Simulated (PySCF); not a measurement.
Structure from NMR data

The spectra below were simulated for a compound C₄H₅BO.

1H NMR (600 MHz, computed): δ 8.24 (d, J = 1.2 Hz, 1H), 7.61 (dd, J = 2.2, 1.2 Hz, 1H), 7.11 (d, J = 2.2 Hz, 1H), 6.45 (br, 2H).

13C{1H} NMR (computed): δ 174.4 (CH), 150.6 (CH), 131.4 (C), 125.5 (CH).

Theoretical values (PySCF 2.14.0 with density-fitted response routines): σ from GIAO-HF/pcSseg-2, geometry: PBE0-D3(BJ)/def2-SVP, B3LYP/pcJ-1 coupling constants (spin–dipole term only in couplings to heteroatoms). One averaged value for each set of equivalent atoms, no solvent model, one conformer, non-relativistic.

Referencing at the same level of theory: TMS for 1H and 13C.

**Question.** What is the structure?

**Answer.** 
1. 4 carbon signals for 4 carbons: no two carbons are equivalent.
2. Carbon types of the structure: 1 × C, 3 × CH, leaving 2 H on heteroatoms.
3. δC 174.4, 150.6: aromatic CH next to the ring oxygen.
4. δC 131.4: substituted aromatic carbon.
5. δC 125.5: aromatic CH.
6. δH 8.24, 7.61: hydrogen on an aromatic CH next to the ring oxygen; it sits in the deshielding region of the aromatic ring current.
7. δH 7.11: hydrogen on an aromatic CH; it sits in the deshielding region of the aromatic ring current.
8. δH 6.45: hydrogen on a boron bonded to C.

Structure: `InChI=1S/C4H5BO/c5-4-1-2-6-3-4/h1-3H,5H2`.

The shifts were computed for this structure.

Hydrogens on boron are broadened and split by 11B (spin 3/2, 80 %) and 10B (spin 3). A carbon bonded to boron is broadened by the quadrupolar boron nucleus and is often missing from a measured spectrum. Splittings below 1 Hz are ignored in the labels, and close J values are merged. Unscaled 3J(H,H) at this level run about 10 % above measured values. Shifts are as computed, not scaled to solution data. Of 1211 compounds with measured shifts, 218 miss one by over three times the rms of a fit or turn the order of signals round; such compounds aren't used in these exercises.
